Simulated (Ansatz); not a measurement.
AlClH2 (SMILES [AlH2][Cl]) moved off its minimum; all values from Ansatz (a quantum-chemistry and plane-wave program), cores frozen in correlated methods.
(charge 0, multiplicity 1)
```xyz
4

Al    -0.0610    -0.3154    -0.9985
H     -1.3707    -0.4754    -1.6823
H      1.3925    -0.6865    -1.6287
Cl    -0.0275     0.3314     0.9871
```

| level | largest force (eV/Å) | on atom | rms difference from CCSD(T)/aug-cc-pV(T+d)Z (eV/Å) | dipole (D) |
|---|---|---|---|---|
| HF/def2-TZVPP | 2.02 | Al1 | 0.056 | 1.47 |
| PBE/def2-TZVPP | 1.92 | Al1 | 0.080 | 1.19 |
| r2SCAN/def2-TZVPP | 1.95 | Al1 | 0.071 | 1.24 |
| B3LYP/def2-TZVPP | 1.92 | Al1 | 0.021 | 1.28 |
| wB97M-V/def2-TZVPP | 1.92 | Al1 | 0.066 | 1.30 |
| MP2/aug-cc-pV(T+d)Z | 1.96 | Al1 | 0.037 | 1.37 |
| CCSD(T)/aug-cc-pV(T+d)Z | 1.93 | Al1 | 0.000 | 1.35 |

The differences count from one level among others, with limits of its own. Forces at CCSD(T)/aug-cc-pV(T+d)Z (eV/Å):

```
atom      Fx      Fy      Fz
----  ------  ------  ------
Al1    1.910  -0.231   0.163
H2    -1.227  -0.100  -0.665
H3    -0.633   0.182   0.178
Cl4   -0.049   0.149   0.324
```
